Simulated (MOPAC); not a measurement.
Input file for MOPAC: PM7 on C2H8OSi (a complex).

```
PM7 1SCF PRECISE CHARGE=0 THREADS=1
C2H8OSi

C      0.17191962 1     0.23390376 1    -0.28015803 1
O     -0.81601692 1    -0.03472223 1     0.34573301 1
H      1.15052900 1     0.38757413 1     0.21128807 1
H      0.15313179 1     0.34125618 1    -1.38118745 1
C     -1.41403313 1    -0.52140670 1     3.72084854 1
Si     0.37569988 1    -0.05372470 1     3.43322321 1
H     -1.48765797 1    -1.50302828 1     4.19279357 1
H     -1.94880112 1    -0.55160050 1     2.77167484 1
H     -1.90455939 1     0.20344069 1     4.37329635 1
H      1.11370235 1    -0.00860146 1     4.72218568 1
H      0.49657200 1     1.28411214 1     2.80366812 1
H      1.06377708 1    -1.03762283 1     2.56147042 1
```

Output:

```
*******************************************************************************
 **                                                                           **
 **                              MOPAC v23.2.5                                **
 **                                                                           **
 *******************************************************************************
 ** MOPAC's Digital Object Identifier: https://doi.org/10.5281/zenodo.6511958 **
 **                                                                           **
 ** Please cite the open-source release paper for use of this MOPAC version:  **
 ** J. E. Moussa and J. J. P. Stewart (2026)                                  **
 ** MOPAC: An open-source semiempirical molecular orbital program             **
 ** J. Open Source Softw., 11(119), 8025, https://doi.org/10.21105/joss.08025 **
 *******************************************************************************

                              PM7 CALCULATION RESULTS

 *******************************************************************************
 *  PM7        - The PM7 Hamiltonian to be used
 *
 *
 *
 *                 CHARGE ON SYSTEM = 0
 *
 *
 *
 *  PRECISE    - TIGHTER CRITERIA TO BE USED
 *  1SCF       - DO 1 SCF AND THEN STOP
 *  THREADS=1  - MULTI-THREADING NOT USED
 *  T=         - A TIME OF 172800.0 SECONDS REQUESTED
 *  DUMP=N     - RESTART FILE WRITTEN EVERY 7200.0 SECONDS REQUESTED
 *******************************************************************************
PM7 1SCF PRECISE CHARGE=0 THREADS=1
 C2H8OSi

   ATOM   CHEMICAL          X               Y               Z
  NUMBER   SYMBOL      (ANGSTROMS)     (ANGSTROMS)     (ANGSTROMS)

     1       C          0.17191962  *   0.23390376  *  -0.28015803  *
     2       O         -0.81601692  *  -0.03472223  *   0.34573301  *
     3       H          1.15052900  *   0.38757413  *   0.21128807  *
     4       H          0.15313179  *   0.34125618  *  -1.38118745  *
     5       C         -1.41403313  *  -0.52140670  *   3.72084854  *
     6      Si          0.37569988  *  -0.05372470  *   3.43322321  *
     7       H         -1.48765797  *  -1.50302828  *   4.19279357  *
     8       H         -1.94880112  *  -0.55160050  *   2.77167484  *
     9       H         -1.90455939  *   0.20344069  *   4.37329635  *
    10       H          1.11370235  *  -0.00860146  *   4.72218568  *
    11       H          0.49657200  *   1.28411214  *   2.80366812  *
    12       H          1.06377708  *  -1.03762283  *   2.56147042  *



          CARTESIAN COORDINATES

    NO.       ATOM           X           Y           Z

     1         C          0.1719      0.2339     -0.2802
     2         O         -0.8160     -0.0347      0.3457
     3         H          1.1505      0.3876      0.2113
     4         H          0.1531      0.3413     -1.3812
     5         C         -1.4140     -0.5214      3.7208
     6        Si          0.3757     -0.0537      3.4332
     7         H         -1.4877     -1.5030      4.1928
     8         H         -1.9488     -0.5516      2.7717
     9         H         -1.9046      0.2034      4.3733
    10         H          1.1137     -0.0086      4.7222
    11         H          0.4966      1.2841      2.8037
    12         H          1.0638     -1.0376      2.5615

 General Reference for PM7:
 "Optimization of Parameters for Semiempirical Methods VI: More Modifications to the
 NDDO Approximations and Re-optimization of Parameters", J. J. P. Stewart, J. Mol. Mod., 1:32, 19 (2013)
 https://link.springer.com/article/10.1007/s00894-012-1667-x

           Empirical Formula: C2 H8 O Si  =    12 atoms



      MOLECULAR POINT GROUP   :   Cs


      RHF CALCULATION, NO. OF DOUBLY OCCUPIED LEVELS = 13


 -------------------------------------------------------------------------------
 PM7 1SCF PRECISE CHARGE=0 THREADS=1
 C2H8OSi



     1SCF WAS SPECIFIED, SO BFGS WAS NOT USED
     SCF FIELD WAS ACHIEVED


                              PM7 CALCULATION
                                                       MOPAC v23.2.5 Linux




          FINAL HEAT OF FORMATION =        -30.32667 KCAL/MOL =    -126.88677 KJ/MOL


          COSMO AREA              =        135.99 SQUARE ANGSTROMS
          COSMO VOLUME            =        126.07 CUBIC ANGSTROMS

          IONIZATION POTENTIAL    =         10.338400 EV
          HOMO LUMO ENERGIES (EV) =        -10.338  0.443
          NO. OF FILLED LEVELS    =         13
          MOLECULAR WEIGHT        =         76.1701         POINT GROUP:  Cs

          MOLECULAR DIMENSIONS (Angstroms)

            Atom       Atom       Distance
            H    10    H     4     6.18840
            H     3    H     9     3.66507
            H     7    H    11     2.73541


          SCF CALCULATIONS        =          1





   ATOM   CHEMICAL          X               Y               Z
  NUMBER   SYMBOL      (ANGSTROMS)     (ANGSTROMS)     (ANGSTROMS)

     1       C          0.17191962  *   0.23390376  *  -0.28015803  *
     2       O         -0.81601692  *  -0.03472223  *   0.34573301  *
     3       H          1.15052900  *   0.38757413  *   0.21128807  *
     4       H          0.15313179  *   0.34125618  *  -1.38118745  *
     5       C         -1.41403313  *  -0.52140670  *   3.72084854  *
     6      Si          0.37569988  *  -0.05372470  *   3.43322321  *
     7       H         -1.48765797  *  -1.50302828  *   4.19279357  *
     8       H         -1.94880112  *  -0.55160050  *   2.77167484  *
     9       H         -1.90455939  *   0.20344069  *   4.37329635  *
    10       H          1.11370235  *  -0.00860146  *   4.72218568  *
    11       H          0.49657200  *   1.28411214  *   2.80366812  *
    12       H          1.06377708  *  -1.03762283  *   2.56147042  *

                             CARTESIAN COORDINATES

   1    C        0.171919620     0.233903760    -0.280158030
   2    O       -0.816016920    -0.034722230     0.345733010
   3    H        1.150529000     0.387574130     0.211288070
   4    H        0.153131790     0.341256180    -1.381187450
   5    C       -1.414033130    -0.521406700     3.720848540
   6   Si        0.375699880    -0.053724700     3.433223210
   7    H       -1.487657970    -1.503028280     4.192793570
   8    H       -1.948801120    -0.551600500     2.771674840
   9    H       -1.904559390     0.203440690     4.373296350
  10    H        1.113702350    -0.008601460     4.722185680
  11    H        0.496572000     1.284112140     2.803668120
  12    H        1.063777080    -1.037622830     2.561470420


           Empirical Formula: C2 H8 O Si  =    12 atoms



      MOLECULAR POINT GROUP   :   Cs


                  EIGENVALUES
 -31.26577 -25.14175 -22.99643 -17.27514 -16.35648 -14.95580 -14.22851 -13.95023
 -13.89829 -11.89809 -11.84934 -11.47683 -10.33840   0.44324   2.10467   2.78916
   2.79501   4.36894   4.89124   4.98461   6.04348   6.17745   7.33887   8.35245
  21.54326  21.56492  22.32096  22.42248  22.78253


              NET ATOMIC CHARGES AND DIPOLE CONTRIBUTIONS

  ATOM NO.   TYPE          CHARGE      No. of ELECS.   s-Pop       p-Pop       d-Pop
    1          C           0.205837        3.7942     1.15472     2.63945
    2          O          -0.403996        6.4040     1.87472     4.52928
    3          H           0.102541        0.8975     0.89746
    4          H           0.099311        0.9007     0.90069
    5          C          -0.631364        4.6314     1.04724     3.58413
    6         Si           0.045202        3.9548     0.89835     2.91337     0.14307
    7          H           0.167902        0.8321     0.83210
    8          H           0.182081        0.8179     0.81792
    9          H           0.168010        0.8320     0.83199
   10          H           0.023669        0.9763     0.97633
   11          H           0.020811        0.9792     0.97919
   12          H           0.019996        0.9800     0.98000
 DIPOLE           X         Y         Z       TOTAL
 POINT-CHG.     2.600     0.719    -1.643     3.159
 HYBRID        -1.072    -0.273     0.172     1.120
 SUM            1.528     0.446    -1.471     2.168


          ATOMIC ORBITAL ELECTRON POPULATIONS

     Atom    s        px        py        pz      x^2-y^2     xz        z^2       yz        xy
    1  C   1.15472   0.93250   0.69208   1.01487
    2  O   1.87472   1.45987   1.31632   1.75309
    3  H   0.89746
    4  H   0.90069
    5  C   1.04724   1.21601   1.18072   1.18739
    6 Si   0.89835   0.87372   1.01743   1.02222   0.03560   0.03977   0.01906   0.02250   0.02614
    7  H   0.83210
    8  H   0.81792
    9  H   0.83199
   10  H   0.97633
   11  H   0.97919
   12  H   0.98000

 **********************
 *                    *
 * JOB ENDED NORMALLY *
 *                    *
 **********************




 == MOPAC DONE ==
```

The run finished.

Cost: about 0.04 core-seconds (a rough figure).
